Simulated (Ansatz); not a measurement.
Born–Oppenheimer molecular dynamics of HS2Te (4 atoms, charge 0, multiplicity 2). It starts from a relaxed structure.

Computed with UKS PBE-D4/def2-SVP (Ansatz 0.2.0).

- ensemble: NVT, Nosé–Hoover chain
- time step: 0.25 fs
- steps asked: 300
- set temperature: 1500 K
- thermostat: time constant 100 fs, chain length 3 (defaults)
- temperature schedule: 75 steps to 1500 K, then 225 steps to 10 K
- seed: 589843

First frame:

```xyz
4
Properties=species:S:1:pos:R:3
S -0.669 1.238 -0.201
S -0.451 -0.625 0.811
Te 1.819 -1.328 0.854
H -0.698 0.715 -1.464
```

Task: What does the run give?

Result: The run went to its last step.

```json
{
  "steps done": "300",
  "time covered": "75 fs",
  "mean temperature over the second half": "1104 K",
  "spread of the potential energy over the second half": "5.4 meV per atom",
  "mean potential energy of the second half above the start": "26.5 meV per atom"
}
```

The conserved energy stayed within 0.016 meV per atom of its start (net change 0.014 meV per atom), so the integration is sound. The schedule's set-point averaged 507 K over the second half and the system 1104 K, so it lags behind the ramp. A run of 0.075 ps of so small a system gives no equilibrium averages.

Task: What happens to the structure?

Result: The same pairs are bonded in the first frame and the last. Pairs count as bonded within 1.25 times the sum of covalent radii (0.12 Å more for H–H). Another seed would give other details.

Task: How do temperature and energy run in time?

Result: 
```
time (fs)  T (K)  potential energy less start (eV)  conserved less start (meV/atom)
      0.0   1500                             0.000                             0.00
      6.2   1327                             0.045                             0.00
     12.5   1261                             0.062                             0.00
     18.8   1211                             0.076                             0.00
     25.0   1036                             0.122                             0.00
     31.2    933                             0.150                             0.00
     37.5   1029                             0.127                             0.00
     43.8   1173                             0.092                             0.00
     50.0   1044                             0.127                             0.01
     56.2   1152                             0.099                             0.01
     62.5   1163                             0.093                             0.01
     68.8   1129                             0.093                             0.01
     75.0    762                             0.167                             0.01
```

The run took 11 min on 1 CPU thread of a shared host.
